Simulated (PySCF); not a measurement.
Radial density of Cr (chromium, neutral)

UHF, [Ar] 3d5 4s1, high-spin 7S determinant. Computed with PySCF 2.14 in jorge-DZP-DKH, with the spin-free X2C one-electron Hamiltonian (Gaussian nucleus).

```csv
r (bohr),4πr²ρ (e/bohr),4πr²(ρα − ρβ)
0.000833,0.1142,0.0000
0.00140,0.3006,0.0000
0.00236,0.7495,0.0001
0.00397,1.836,0.0003
0.00667,4.318,0.0007
0.0112,9.384,0.0014
0.0189,17.76,0.0024
0.0317,26.64,0.0020
0.0534,27.90,-0.0042
0.0898,22.02,-0.0167
0.151,27.48,0.0268
0.254,28.62,0.4143
0.427,11.50,1.6524
0.719,13.17,3.3007
1.21,8.123,2.8952
2.03,1.767,1.3553
3.42,0.4914,0.4880
5.76,0.07910,0.0791
9.68,0.001183,0.0012
```

Densities and radii are taken from the X2C orbitals without a picture-change correction, which distorts them close to the nucleus.

(1) Where is the radial spin density 4πr²(ρα − ρβ) most negative, and why is it negative at all?

Answers

(1) Around r = 0.0898 bohr, down to -0.0167 e/bohr: exchange with the open shell polarises the paired shells in an unrestricted calculation.
